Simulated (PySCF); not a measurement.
**Al: excitation energy**

Al [Ne] 3s2 3p1 (2P) → Al [Ne] 3s1 3p2 (4P), as a difference of total energies. Computed with PySCF 2.14 in dyall-av3z, with no relativity, point nucleus. Correlated levels: valence: [Ne] frozen; virtual orbitals above 40 to 60 times the deepest correlated orbital energy dropped. The calculations carry no spin-orbit coupling.

```
           method  excitation energy (eV)
              UHF                   2.387
    MP2 (valence)                   3.139
SCS-MP2 (valence)                   3.447
   CCSD (valence)                   3.399
CCSD(T) (valence)                   3.428
```

**Question.** How much does correlation contribute at CCSD(T) (valence)?

**Answer.** 3.428 − (2.387) = 1.041 eV, measured against UHF.

Errors of the correlated levels include the incompleteness of this basis and the frozen core.

For comparison: 3.598 eV (measured; NIST levels, between the centres of gravity of the two terms).
